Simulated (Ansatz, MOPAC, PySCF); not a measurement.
Pair of molecules: H3NSe (SMILES N[SeH]) (first 5 atoms) with HF (SMILES F); geometry from B3LYP-D3(BJ)/def2-TZVP, rigid monomers moved along the line of their centres of mass till N1···H7 is 1.55 Å.
(charge 0, multiplicity 1):
```xyz
7

N     -1.00136     0.59996     0.75958
Se    -0.20056    -0.94693     0.04937
H     -0.82625     1.39768     0.15967
H     -2.00116     0.46821     0.85936
H     -0.92867    -0.99732    -1.24003
F      0.05869     0.94903     3.00374
H     -0.33833     0.80500     2.14548
```

Interaction energies are E(AB) − E(A) − E(B) at the monomers' geometry in the complex; basis-set methods are counterpoise corrected. Rows marked so take none.

Cores are frozen in the correlated methods. Filled d and f shells under p-block atoms count as core. CBS(a, b) extrapolates the correlation energy as X⁻³ and adds the Hartree–Fock energy of set b. Rows in 3-21G, 6-31G*, STO-3G carry no dispersion term and start afresh at each structure (6-31G* with six Cartesian d functions); the Pople sets are all-electron and without relativity. MP2/6-31G* freezes PySCF's default core, which leaves 3d correlated. The state reached by PM3, PM6 isn't checked.

The values were computed with Ansatz (an electronic-structure program) with Gaussian orbitals; MOPAC for PM3, PM6 (differences of heats of formation); PySCF for 3-21G rows, 6-31G* rows, STO-3G rows, the dispersion terms. Each number belongs to the level named beside it.

Other levels give for the interaction energy: PBE/def2-TZVPPD -460.8; B3LYP/def2-TZVPPD -421.1; B3LYP-D3(BJ)/def2-TZVPPD -480.2; wB97M-V/def2-TZVPPD -437.0; CCSD(T)/CBS(aug-cc-pVDZ, aug-cc-pVTZ) -423.1 meV.

Common cheap choices:

```json
[
 {"level": "PM3", "interaction energy (meV)": "75.8", "less -423.1 (CCSD(T)/CBS(aug-cc-pVDZ, aug-cc-pVTZ))": "498.9"},
 {"level": "PM6", "interaction energy (meV)": "122.0", "less -423.1 (CCSD(T)/CBS(aug-cc-pVDZ, aug-cc-pVTZ))": "545.1"},
 {"level": "HF/STO-3G (no counterpoise)", "interaction energy (meV)": "-114.1", "less -423.1 (CCSD(T)/CBS(aug-cc-pVDZ, aug-cc-pVTZ))": "309.0"},
 {"level": "HF/6-31G*", "interaction energy (meV)": "-250.5", "less -423.1 (CCSD(T)/CBS(aug-cc-pVDZ, aug-cc-pVTZ))": "172.6"},
 {"level": "BP86/6-31G* (no counterpoise)", "interaction energy (meV)": "-450.8", "less -423.1 (CCSD(T)/CBS(aug-cc-pVDZ, aug-cc-pVTZ))": "-27.7"},
 {"level": "B3LYP/3-21G (no counterpoise)", "interaction energy (meV)": "-693.6", "less -423.1 (CCSD(T)/CBS(aug-cc-pVDZ, aug-cc-pVTZ))": "-270.5"},
 {"level": "B3LYP/6-31G* (no counterpoise)", "interaction energy (meV)": "-464.8", "less -423.1 (CCSD(T)/CBS(aug-cc-pVDZ, aug-cc-pVTZ))": "-41.8"},
 {"level": "MP2/6-31G* (no counterpoise)", "interaction energy (meV)": "-440.4", "less -423.1 (CCSD(T)/CBS(aug-cc-pVDZ, aug-cc-pVTZ))": "-17.3"}
]
```
